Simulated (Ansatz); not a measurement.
Reaction (formal hydrolysis of a B–Cl bond): `CCB(N)Cl` + H₂O → `CCB(N)O` + HCl

Calculated with Ansatz (gas phase, PBE0-D4/def2-TZVP geometries, no zero-point term in ΔE). CCSD(T)/CBS adds triple-zeta CCSD(T) − MP2 to the extrapolated MP2 energy (def2 sets, frozen cores). This one scheme is used for every species. DFT in def2-TZVPP. HSE06 is defined as in plane-wave codes. One conformer a species, not always the lowest.

(1) Is it downhill or uphill in electronic energy at CCSD(T)/CBS, and by how much? (An estimate is asked.)

(2) What do these levels give: LDA (SPW92), r2SCANh-D4, HSE06-D4, BHLYP-D4, HF/def2-SVP, CCSD/def2-SVP, HF/def2-TZVPP, MP2/def2-TZVPP, CCSD(T)/def2-TZVPP, MP2/def2-QZVPP, MP2/CBS(def2), CCSD/CBS(def2)? (An estimate is asked.)

Largest T1 diagnostic among the species: 0.011.

Answers

(1) The calculation gave: Downhill: ΔE = -2.9 kcal/mol.

(2) Computed: LDA (SPW92) -4.4, r2SCANh-D4 -3.5, HSE06-D4 -2.8, BHLYP-D4 -4.5, HF/def2-SVP -7.0, CCSD/def2-SVP -6.4, HF/def2-TZVPP -6.0, MP2/def2-TZVPP -2.5, CCSD(T)/def2-TZVPP -3.9, MP2/def2-QZVPP -1.9, MP2/CBS(def2) -1.4, CCSD/CBS(def2) -3.4 kcal/mol.

The D4 term adds +1.0 kcal/mol with B3LYP and +0.5 kcal/mol with PBE0; it sums over pairs of atoms, weighted by their polarisabilities, and B3LYP, whose exchange is more repulsive, gets the larger term. In def2-TZVPP, CCSD(T) changes the Hartree–Fock value by +2.0 kcal/mol (the triples alone add +0.5 kcal/mol) and MP2 by +3.4 kcal/mol.

B3LYP here is the variant with VWN-RPA as its local correlation; programs differ in this.
